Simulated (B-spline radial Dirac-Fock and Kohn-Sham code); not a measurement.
## Relativistic shifts of the levels of Sm³⁸⁺

System: samarium as Sm³⁸⁺, [Ar] 3d6.

Both columns are ΔSCF binding energies of the configuration average from a radial finite-basis atomic code: non-relativistic Hartree-Fock with a point nucleus, and Dirac-Fock with a finite nucleus and the Coulomb interaction alone, averaged over the two j levels with weights 2j+1.

```tsv
shell	Hartree-Fock (eV)	Dirac-Fock (eV)	shift (eV)	shift (%)
1s	46323.2	48949.2	+2625.94	+5.67
2s	8936.2	9627.7	+691.45	+7.74
2p	8574.2	8804.9	+230.68	+2.69
3s	3203.2	3388.3	+185.08	+5.78
3p	3046.6	3121.1	+74.56	+2.45
3d	2794.4	2795.1	+0.71	+0.03
```

Relativity binds 1s, 2s, 2p, 3s, 3p, 3d more strongly, among those listed most of all 2s in relative terms.

Values without a named source are computed, but for edge energies of neutral atoms, which are taken from tables.
